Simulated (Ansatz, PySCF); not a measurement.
GeHCl₃, SMILES [GeH]([Cl])([Cl])[Cl]. Atoms are numbered in the order given.

```xyz
5

Ge     0.0000     0.0000     0.4367
Cl    -1.7367    -1.0027    -0.3130
Cl    -0.0001     2.0054    -0.3129
Cl     1.7367    -1.0028    -0.3129
H      0.0000     0.0000     1.9604
```
Charge 0, spin multiplicity 1.

Geometry: r2SCAN-D4/def2-SVP. The isomer is the one that the SMILES or the coordinates give; other isomers of the formula were not compared.

Two levels are set side by side: PBE-D3(BJ)/def2-SVP (Ansatz, a first-principles code) and r2SCAN-D4/def2-SVP (Ansatz). Each level has its own optimised geometry; the coordinates shown are those of the second. Frequencies come from the Hessian of PySCF at each geometry. Differences are taken from unrounded values.

```
quantity                            r2SCAN-D4
----------------------------------  ---------
mean bond length (Å)                    1.987
bond Ge1–Cl2 (Å)                        2.141
bond Ge1–Cl3 (Å)                        2.141
bond Ge1–Cl4 (Å)                        2.141
bond Ge1–H5 (Å)                         1.524
highest harmonic wavenumber (cm⁻¹)       2209
mean harmonic wavenumber (cm⁻¹)           601
zero-point energy (kcal/mol)             7.73
```

Q: What does PBE-D3(BJ) give, and how far is it from r2SCAN-D4? (An estimate is asked for; the answer gives what the named calculation found.)

A: 
| quantity | PBE-D3(BJ) | PBE-D3(BJ) minus r2SCAN-D4 |
|---|---|---|
| mean bond length (Å) | 2.003 | 0.016 |
| bond Ge1–Cl2 (Å) | 2.157 | 0.016 |
| bond Ge1–Cl3 (Å) | 2.157 | 0.016 |
| bond Ge1–Cl4 (Å) | 2.157 | 0.016 |
| bond Ge1–H5 (Å) | 1.541 | 0.017 |
| highest harmonic wavenumber (cm⁻¹) | 2125 | -84 |
| mean harmonic wavenumber (cm⁻¹) | 577 | -24 |
| zero-point energy (kcal/mol) | 7.42 | -0.31 |
